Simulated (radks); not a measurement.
Species: Cu. Configuration: [Ar] 3d8.5 4s1 4p1.5 (fractional occupations, a model configuration).

Calculated with a radial shooting solver on a logarithmic mesh with Libxc functionals: non-relativistic Kohn-Sham, PBEsol, spin-polarised, spherical densities, point nucleus; open shells are filled with parallel spins first.

Energy parts (hartree):
total: -1638.56848
kinetic: 1637.26892
electron-nucleus: -3913.47919
Hartree: 702.80802
exchange-correlation: -65.16623

Orbitals (lengths in bohr, moments of r in powers of bohr):
orbital  occ.  eigenvalue (hartree)   <1/r>
1s up       1             -321.5416   28.49
1s down     1             -321.5387   28.49
2s up       1             -38.63413   6.186
2s down     1             -38.59796   6.189
2p up       3             -33.92982   6.150
2p down     3             -33.90201   6.153
3s up       1              -4.50534   1.972
3s down     1              -4.43885   1.969
3p up       3              -3.03974   1.846
3p down     3              -2.97313   1.843
3d up       5              -0.58566   1.480
3d down   3.5              -0.51546   1.482
4s up       1              -0.31965  0.5115
4s down     0              -0.23155  0.5098
4p up     1.5              -0.11831  0.3774

The highest occupied level is 4p up at -3.219 eV. The configuration is held as typed, so some empty levels lie below it. The spin density at the nucleus is 6.875 e/bohr^3 (1s -0.007, 2s -0.778, 3s 0.421, 4s 7.238), a Fermi contact field of 360 T. The density falls to 0.001 e/bohr^3 at r = 4.60 bohr.
